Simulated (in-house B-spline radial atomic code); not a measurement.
A fraction x of an electron is removed from 4p in the selenium ion Se³⁺, starting from [Ar] 3d10 4s2 4p1 and keeping the highest spin. Computed with a B-spline radial code for spherical atoms: non-relativistic r2SCAN0, spin-polarised, spherical fractional occupations, point nucleus.

Caution: exact exchange at fractional occupations of open shells leaves self-interaction of up to several eV.

| x | E(x) - E(0) (eV) | 4p up level (eV) |
| --- | --- | --- |
| 0 | 0.0000 | -36.700 |
| 0.09 | 3.3421 | -37.569 |
| 0.13 | 4.8526 | -37.956 |
| 0.35 | 13.4371 | -40.085 |
| 0.4 | 15.4535 | -40.570 |
| 0.5 | 19.5588 | -41.537 |
| 0.61 | 24.1864 | -42.599 |
| 0.69 | 27.6251 | -43.369 |
| 0.84 | 34.2380 | -44.799 |
| 0.94 | 38.7648 | -45.733 |
| 1 | 41.5254 | - |

The exact functional would give a straight line between the two integer points. Deviations E(x) - E(0) - x[E(1) - E(0)], in eV: -0.395 at x = 0.09, -0.546 at x = 0.13, -1.097 at x = 0.35, -1.157 at x = 0.4, -1.204 at x = 0.5, -1.144 at x = 0.61, -1.027 at x = 0.69, -0.643 at x = 0.84, -0.269 at x = 0.94.

The curve lies below the straight line by up to 1.204 eV (at x = 0.5): convex, the delocalisation error, to which spherically averaged exact exchange adds.

Q: How well does Slater's transition state (minus the level at half occupation) give the ionisation energy?

A: It gives 41.537 eV against 41.525 eV from the two total energies; NIST lists 42.95 eV, ground level to ground level. The end point has an open shell averaged over its orbitals, so its exact exchange keeps a self-interaction and this is no true integer point.
